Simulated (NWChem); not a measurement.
# SiH3SF; SMILES F[SiH2]S

```xyz
6

Si    -0.5303    -0.5619    -0.0017
F      0.6692    -1.6559     0.0363
S      0.2117     1.4301     0.0590
H     -1.2905    -0.8130    -1.2535
H     -1.3532    -0.7218     1.2231
H      0.6575     1.4231    -1.2169
```
Atoms are numbered in this order, from 1.

All runs: NWChem. Coordinates come from a PBE0/def2-SVP optimisation. LC-ωPBE (HJS hole) with def2-SVP; x = 1 − exp(−ω/0.25 bohr⁻¹) is a scale chosen for this fit.

| row | x | −ε(HOMO) (eV) |
|---|---|---|
| ω = 0.05 | 0.181 | 7.36 |
| ω = 0.15 | 0.451 | 8.73 |
| ω = 0.25 | 0.632 | withheld |
| ω = 0.30 | 0.699 | 10.13 |
| ω = 0.50 | 0.865 | 11.11 |

**Question.** Fit a straight line of the last column on the one before it, predict the withheld value, and compare with the run.

**Answer.** 
1. Means of the 4 shown rows: x = 0.5490, y = 9.332. Slope Σ(x − x̄)(y − ȳ)/Σ(x − x̄)² = 1.466/0.2674 = 5.484; intercept 6.322.
2. The shown rows scatter about the line by 0.047 (root mean square); the largest residual is -0.07, at ω = 0.15.
3. At x = 0.632 (ω = 0.25; inside the shown range) the line gives 9.79.
4. The run gives 9.75, -0.04 from the line, 0.8 times the scatter.
